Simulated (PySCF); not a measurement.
Gas-phase reaction: 3 Sn(CH₃)₄ ⇌ 3 SnH₄ + 4 C₃H₆ (propylene), at 1200 K and a standard pressure of 1 bar. Level: PBE0/def2-SVP†.

Computed with PySCF and rigid-rotor harmonic-oscillator thermochemistry at 1 bar. † marks an energy on the PBE0/def2-TZVP geometry and frequencies. All species are closed-shell singlets. Sn: scalar-relativistic def2 core potential, no spin-orbit coupling. The harmonic model lacks anharmonicity and excited electronic states, which grow with temperature; levels with a mode under 35 cm⁻¹ are left out. Internal rotation in Sn(CH₃)₄, C₃H₆ (propylene) is treated as a harmonic vibration of one conformer, which makes the entropy rough.

```
species               E (Ha)  H(1200 K) − E (kJ/mol)  S°(1200 K) (J/mol/K)
----------------  ----------  ----------------------  --------------------
Sn(CH₃)₄          -373.62387                   636.8                 738.9
SnH₄              -216.65381                   149.6                 329.6
C₃H₆ (propylene)  -117.66882                   330.3                 415.6
```
E: electronic energy; H − E holds the zero-point and thermal terms. 1 Ha = 2625.5 kJ/mol.

Work out ΔH°, ΔS°, ΔG° and log10 K from these numbers.

1. ΔE = 3×(-216.65381) + 4×(-117.66882) − 3×(-373.62387) = 0.23490 Ha = 616.7 kJ.
2. Δ(H − E) = 3×(149.6) + 4×(330.3) − 3×(636.8) = -140.4 kJ, so ΔH° = 476.3 kJ.
3. ΔS° = 3×(329.6) + 4×(415.6) − 3×(738.9) = 434.5 J/K; the number of gas molecules changes by +4.
4. ΔG° = ΔH° − TΔS° = 476.3 − 1200×(434.5)/1000 = -45.1 kJ.
5. log10 K = −ΔG°/(RT ln 10) = 1.96, with RT ln 10 = 22.97 kJ/mol; at standard pressures the products are favoured.
6. A shift of 10 kJ in ΔE would move log10 K by 0.44 here.
7. With ΔH° and ΔS° held fixed, ΔG° changes sign near ΔH°/ΔS° = 1100 K.
8. Lowering the total pressure from 1 bar to 0.01 bar multiplies the mole-fraction quotient K_x = K (p/p°)^(−Δn) by 10^8, which pushes the balance towards the products.
For scale, ΔH°(298 K) is 521 kJ at this level, 576 kJ at ωB97M-V/def2-TZVP†, and runs from -28 to 694 kJ over the 16 levels computed.
